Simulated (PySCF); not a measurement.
r2SCAN on Sc (scandium, neutral), [Ar] 3d1 4s2, 2D determinant. All numbers are calculated (PySCF 2.14, the spin-free X2C one-electron Hamiltonian (Gaussian nucleus), in x2c-TZVPPall (6s5p4d2f1g, 64 functions)).

```
cycle= 1 E= -764.126017929005  delta_E= -0.00796  |g|= 0.0169  |ddm|= 0.289
cycle= 2 E= -764.12818956394  delta_E= -0.00217  |g|= 0.0151  |ddm|= 0.135
cycle= 3 E= -764.129651260126  delta_E= -0.00146  |g|= 0.0144  |ddm|= 0.0994
cycle= 4 E= -764.130718273465  delta_E= -0.00107  |g|= 0.00634  |ddm|= 0.0978
cycle= 5 E= -764.130984383168  delta_E= -0.000266  |g|= 0.00495  |ddm|= 0.116
cycle= 6 E= -764.131017927252  delta_E= -3.35e-05  |g|= 0.00404  |ddm|= 0.0591
cycle= 7 E= -764.131065837484  delta_E= -4.79e-05  |g|= 0.000234  |ddm|= 0.0299
cycle= 8 E= -764.131065953638  delta_E= -1.16e-07  |g|= 0.000204  |ddm|= 0.00148
cycle= 9 E= -764.131066065069  delta_E= -1.11e-07  |g|= 2.75e-05  |ddm|= 0.0011
cycle= 10 E= -764.131066068695  delta_E= -3.63e-09  |g|= 9.17e-06  |ddm|= 0.00024
cycle= 11 E= -764.131066068758  delta_E= -6.3e-11  |g|= 9.65e-07  |ddm|= 2.51e-05
converged SCF energy = -764.131066068758  <S^2> = 1.2079568  2S+1 = 2.4149176
```

Highest occupied orbital energy: -3.657 eV; ⟨L²⟩ = 7.61; populations by l: s 7.73, p 12.00, d 1.27, f 0.00.

**Question.** Can this result be used?

**Answer.** Not for this state. Self-consistency was reached. ⟨L²⟩ = 7.61 against 6 for a pure D term, so this real determinant mixes terms. ⟨S²⟩ = 1.21 against 0.75 shows spin contamination. The s, p, d and f populations moved away from the nominal configuration during the SCF.
